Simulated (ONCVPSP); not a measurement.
An all-electron radial function and its pseudo partner (Cl (Z = 17))

Columns: radius, all-electron u(r) and pseudo u(r) of the 2p shell (level -211.78 eV) of chlorine in the configuration [He] 2s2 2p6 3s2 3p3.5; PBE, scalar-relativistic, ONCV scheme, ONCVPSP 4.0.1.

```tsv
r (bohr)	all-electron	pseudo
0.040	0.1807	0.0623
0.080	0.5221	0.2389
0.120	0.8617	0.5000
0.160	1.1378	0.8033
0.200	1.3342	1.1025
0.240	1.4541	1.3566
0.280	1.5077	1.5349
0.320	1.5102	1.6267
0.360	1.4742	1.6347
0.400	1.4107	1.5730
0.440	1.3296	1.4647
0.480	1.2376	1.3314
0.520	1.1405	1.1931
0.560	1.0423	1.0637
0.600	0.9460	0.9504
0.640	0.8536	0.8535
0.680	0.7663	0.7661
0.720	0.6849	0.6848
0.760	0.6099	0.6098
0.800	0.5413	0.5412
0.840	0.4793	0.4792
0.880	0.4233	0.4232
0.920	0.3731	0.3730
0.960	0.3283	0.3282
1.000	0.2883	0.2882
1.040	0.2529	0.2528
```

Question: How many radial nodes do the two functions have?

Answer: The all-electron 2p function has n − l − 1 = 0; the pseudo-wave has 0.

Question: At about which radius was the pseudo-wave matched?

Answer: 0.65 bohr, where the columns begin to agree (steps of 0.04 bohr).

Question: Where does each function peak?

Answer: Outermost all-electron maximum near 0.32 bohr, pseudo maximum near 0.36 bohr (to the table’s step).

Question: Is the pseudo-wave norm-conserving?

Answer: Yes: the ONCV scheme keeps the norm inside the radius equal to the all-electron one, which fixes the energy derivative of the logarithmic derivative at the level.
